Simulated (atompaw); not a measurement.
rubidium PAW (atompaw): all-electron and pseudo phase curves

Rb (Z = 37), PAW, made with atompaw 4.2.0.5 (PBE, scalar-relativistic). Core [Ar] 3d10 4s2, reference 4p6 5s0.75 5p0.25. Waves: 5s (bound): rc 3.00 bohr; 5s channel at 4.35 Ry: rc 3.00 bohr; 4p (bound): rc 2.75 bohr; 5p (bound): rc 3.00 bohr; 4d channel at 0.3 Ry: rc 3.00 bohr; 4d channel at 2.2 Ry: rc 3.00 bohr. Local part: bessel scheme, radius 2.65 bohr. Core correction: smooth core density matched at 3.00 bohr. Augmentation charge: sinc compensation charge, radius 2.40 bohr; PAW radius 3.00 bohr; waves and projectors: custom polynom2 7 10 vanderbiltortho.

The phase is arctan(r·u′/u) with u = r·R(r), unwrapped; energies in Ry, scanned from -3 to 5 Ry. A pole is an energy at which the radial function vanishes at the test radius. The pseudo phase is shifted by a multiple of π to meet the all-electron one at the reference energy, and phase errors are pseudo minus all-electron; the curves can meet again beyond the range given. Levels narrower than the energy grid can be missing from the lists of poles.

Question: For each channel, where are the poles, and over which energies does the pseudopotential scatter like the atom?

Answer:

| channel | radius (bohr) | reference energy (Ry) | poles, all-electron | poles, pseudo | unbroken range about the reference energy with phases within 0.05 rad | phase error 1 Ry above the reference energy (rad) |
| --- | --- | --- | --- | --- | --- | --- |
| s | 3.02 | -0.18 | -2.29, 2.75 | 2.45, 3.79 | -1.8 to 0.3 | -0.083 |
| p | 3.02 | -0.07 | -1.00, 3.77 | -1.00, 1.47 | below 0.6 | -0.390 |
| d | 3.02 | 0.30 | 0.99 | 0.99 | below 2.8 | +0.002 |

Phases in the s channel:

```tsv
E (Ry)	all-electron	pseudo
-3.00	1.315	-1.765
-2.52	0.977	-1.784
-2.04	-1.730	-1.809
-1.56	-1.813	-1.844
-1.08	-1.884	-1.900
-0.60	-1.996	-2.001
-0.12	-2.245	-2.245
0.36	-3.042	-3.102
0.84	-4.099	-4.181
1.32	-4.447	-4.499
1.80	-4.585	-4.624
2.28	-4.661	-4.694
2.76	-4.713	-4.743
3.24	-4.756	-4.788
3.72	-4.797	-5.496
4.20	-4.844	-7.985
4.68	-4.909	-8.047
```
